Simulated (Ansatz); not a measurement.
Be5S4⁺. Charge 1, multiplicity 2. Geometry PBE-D4/def2-SVP; atoms count from 1.

Cartesian coordinates in Å:
```
Be -1.5265 1.2736 0.4638
Be 2.2388 -0.6613 -2.7762
Be 0.1330 -0.8578 -0.0407
Be 0.7106 0.6615 -1.7609
Be -0.8831 -0.2065 2.2758
S -1.7326 1.5338 2.3070
S 2.1918 -0.3480 -0.8533
S -1.1663 0.3667 -1.2702
S 0.0343 -1.7621 1.6546
```

Another isomer (doublet) lies 1.11 eV lower at PBE0-D4/def2-TZVP; other spin states weren't run for this one.

Question: Estimate the Mulliken populations from the PBE0/def2-TZVP orbitals of Ansatz.

Answer: 
```tsv
atom	charge (e)	spin (α − β)
Be1	0.16	0.00
Be2	0.25	0.72
Be3	0.28	0.00
Be4	0.16	0.18
Be5	0.14	0.00
S6	-0.02	0.00
S7	0.06	0.10
S8	0.02	0.00
S9	-0.05	0.00
```
Mulliken values depend strongly on the basis.

Question: Where does the spin sit?

Answer: Summed by element: Be 0.90, S 0.10, of 1 unpaired in all. Largest on single atoms: Be2 0.72, Be4 0.18, S7 0.10.

Question: And the Mayer bond orders between heavy atoms (over 0.3)?

Answer: Be1–S6 1.43 (1.87 Å); Be1–S8 0.96 (1.99 Å); Be2–Be4 0.51 (2.26 Å); Be2–S7 1.21 (1.95 Å); Be3–S7 0.44 (2.27 Å); Be3–S8 0.61 (2.17 Å); Be3–S9 1.25 (1.92 Å); Be4–S7 0.95 (2.01 Å); Be4–S8 1.08 (1.96 Å); Be5–S6 1.13 (1.94 Å); Be5–S9 1.28 (1.91 Å).
